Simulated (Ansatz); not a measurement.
FK, SMILES `[F][K]`. Charge 0, multiplicity 1. All single points use the PBE0-D4/def2-TZVP geometry.

```xyz
2

F    -1.063    0.087    0.245
K     1.063   -0.087   -0.245
```

(1) What is the dipole moment at PBE/def2-TZVPP? (Estimate.)

(2) And with r2SCAN, B3LYP, ωB97M-V? (An estimate is asked.)

(3) Give the Mulliken charges with PBE, r2SCAN, ωB97M-V in def2-TZVPP. (Best estimate.)

## Answers

(1) Computed: 8.19 D, with components (7.95, -0.65, -1.84) D in this frame, pointing from negative to positive charge.

(2) Ansatz gave: r2SCAN 8.50 D, B3LYP 8.48 D, ωB97M-V 8.60 D.

(3) The calculation gave: 
```
atom    PBE  r2SCAN  ωB97M-V
  F1  -0.69   -0.74    -0.75
  K2   0.69    0.74     0.75
```

B3LYP here is the variant with VWN-RPA as its local correlation; programs differ in this.
